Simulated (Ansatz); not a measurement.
Start from `C[C](O)([AlH2])[SiH3]` and change one atom or group to get `O[CH]([AlH2])[SiH3]`.

Ansatz, PBE0-D4/def2-TZVP geometries, multiplicity 1. Each molecule was computed in one conformer, which needn't be the lowest.

```csv
property,`C[C](O)([AlH2])[SiH3]`
HOMO–LUMO gap (ωB97M-V/def2-TZVPP) / eV,9.28
LUMO energy (ωB97M-V/def2-TZVPP) / eV,0.06
HOMO–LUMO gap (PBE/def2-TZVPP) / eV,3.46
zero-point energy (PBE0-D4/def2-TZVP) / kJ/mol,252.6
size of the dipole moment (PBE/def2-TZVPP) / D,1.55
"ideal-gas entropy at 298 K and 1 bar (rigid rotor, harmonic PBE0-D4/def2-TZVP) / J/(mol·K)",386
```

Give the same properties after the change, and the shifts. (Estimate.)

Ansatz gave: 
| property | `O[CH]([AlH2])[SiH3]` | shift |
| --- | --- | --- |
| HOMO–LUMO gap (ωB97M-V/def2-TZVPP) / eV | 9.67 | 0.39 |
| LUMO energy (ωB97M-V/def2-TZVPP) / eV | -0.11 | -0.17 |
| HOMO–LUMO gap (PBE/def2-TZVPP) / eV | 3.75 | 0.29 |
| zero-point energy (PBE0-D4/def2-TZVP) / kJ/mol | 179.8 | -72.8 |
| size of the dipole moment (PBE/def2-TZVPP) / D | 1.44 | -0.11 |
| ideal-gas entropy at 298 K and 1 bar (rigid rotor, harmonic PBE0-D4/def2-TZVP) / J/(mol·K) | 356 | -30 |

With PBE0 the HOMO falls by 0.56 eV and the LUMO falls by 0.17 eV, so the gap widens by about 0.39 eV. PBE moves the HOMO by -0.44 eV and ωB97M-V by -0.56 eV. The zero-point energy changes by -72.8 kJ/mol with -9 modes. Dipoles are sizes alone; their direction can turn.
